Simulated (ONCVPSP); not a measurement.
**selenium (Se): variants of one ONCV potential**

Base potential:

```json
{
 "Element": "Se",
 "Generator": "ONCVPSP 4.0.1",
 "Type": "optimised norm-conserving Vanderbilt (ONCV)",
 "Functional": "BLYP",
 "Relativity": "scalar-relativistic",
 "Frozen core": "[Ar] 3d10",
 "Valence charge": "6",
 "Reference configuration": "4s2 4p2.5 (charge +1.5)",
 "Partial waves": "4s: rc 1.50 bohr, ncon 4, nbas 7, qcut 3.8 1/bohr, 1 projector; 4p: rc 1.45 bohr, ncon 4, nbas 7, qcut 6.1 1/bohr, local; d scattering state at 0.37 Ha: rc 1.55 bohr, ncon 4, nbas 7, qcut 7 1/bohr, 2 projectors, debl 2.2 Ha",
 "Local potential": "the p channel",
 "Core correction": "polynomial model core, fcfact 0.4"
}
```

Cutoffs, loose and tight: the cutoffs (Ha) at which the residual kinetic energy of the hardest occupied pseudo-wave falls to 1 and 0.1 mHa per electron. They do not see the model core or the augmentation charge, which bear on the density cutoff. Test errors are all-electron minus pseudo excitation energies from the reference, over the configurations 4s2 4p4; 4s2 4p3; 4s2 4p2; 4s1 4p4. A dash means not determined; rows that change the core or the reference have their own tests.

A true bound ghost makes a file unfit for plane-wave use even where its test errors are small: the radial tests pick states by their node count and pass the ghost by.

| change | outcome | cutoff, loose | cutoff, tight | bound ghosts | GHOST(+) flags above zero | largest test error (meV) |
| --- | --- | --- | --- | --- | --- | --- |
| base | generated | 39 Ha | 51 Ha | d | s | -3.0 |
| core correction polynomial model core, fcfact 0.26 | generated | 39 Ha | 51 Ha | d | s | -2.8 |
| core correction polynomial model core, fcfact 0.52 | generated | 39 Ha | 51 Ha | d | s | -3.1 |
| core correction polynomial model core, fcfact 0.62 | generated | 39 Ha | 51 Ha | d | s | -3.1 |
| core correction polynomial model core, fcfact 0.76 | generated | 39 Ha | 51 Ha | d | s | -3.2 |
| core correction polynomial model core, fcfact 0.86 | generated | 39 Ha | 51 Ha | d | s | -3.2 |
| core correction polynomial model core, fcfact 0.98 | generated | 39 Ha | 51 Ha | d | s | -3.3 |
| core correction polynomial model core, fcfact 1.1 | generated | 39 Ha | 51 Ha | d | s | -3.3 |
| core correction polynomial model core, fcfact 1.26 | generated | 39 Ha | 51 Ha | d | s | -3.3 |

Q: What comes out with this change to the base: core correction polynomial model core, fcfact 0.14?

A: outcome: generated; cutoff, loose: 39 Ha; cutoff, tight: 51 Ha; bound ghosts: d; GHOST(+) flags above zero: s; largest test error (meV): +2.8.

Reading the sweep of the fcfact (base included, trends over the rows without a ghost): Bound ghosts are found at 0.14, 0.26, 0.4, 0.52, 0.62, 0.76, 0.86, 0.98, 1.1, 1.26. Every judged row has one, so this setting neither creates nor removes them.
